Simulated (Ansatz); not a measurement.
n-GeGeGeSiGeGeH14 (SiGe5H14). The state is a singlet with charge 0. Geometry PBE-D4/def2-SVP, basis def2-TZVP, Ansatz.

| run | HOMO (eV) | LUMO (eV) |
| --- | --- | --- |
| A | -9.59 | 1.16 |
| B | -6.69 | -1.26 |
| C | -6.94 | -1.08 |
| D | -7.67 | -0.50 |

Task: The runs used PBE, PBE0, r2SCAN, ωB97M-V. Estimate which is which.

Result: A ωB97M-V (range-separated); B PBE (0 % exact exchange); C r2SCAN (0 % exact exchange); D PBE0 (25 % exact exchange). Exact exchange lowers occupied and raises empty levels; among semilocal functionals meta-GGAs tend to open the gap a little, and such runs are hard to tell apart. The gap grows from 5.43 eV (PBE) to 10.76 eV (ωB97M-V).
